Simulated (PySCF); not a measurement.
## Vanadium: a sound run and one with changed settings

Sound run: V⁺ [Ar] 3d4, V²⁺ [Ar] 3d3. Calculation: PySCF 2.14, in cc-pVTZ (7s6p4d2f1g, 68 functions); no relativity, point nucleus. In the sound run the correlated levels freeze [Ar]. The sound run starts from symmetry-adapted Hartree-Fock orbitals and uses a fine grid where one is needed.

Changed run: all electrons correlated in a basis built for the valence shell.

```csv
species,method,sound run (hartree),changed run (hartree),converged
V⁺,MP2,-942.72015,-943.05172,yes
V²⁺,MP2,-942.20470,-942.50686,yes
```

Ionisation energy of V⁺:

```tsv
method	sound run (eV)	changed run (eV)
UHF	13.279	13.279
MP2	14.026	14.826
SCS-MP2	13.528	14.268
```

A valence basis has no tight correlating functions, so it recovers only part of the core correlation, and not evenly between atom and ion.

For comparison, NIST gives 14.634 ± 0.007 eV between the lowest levels.
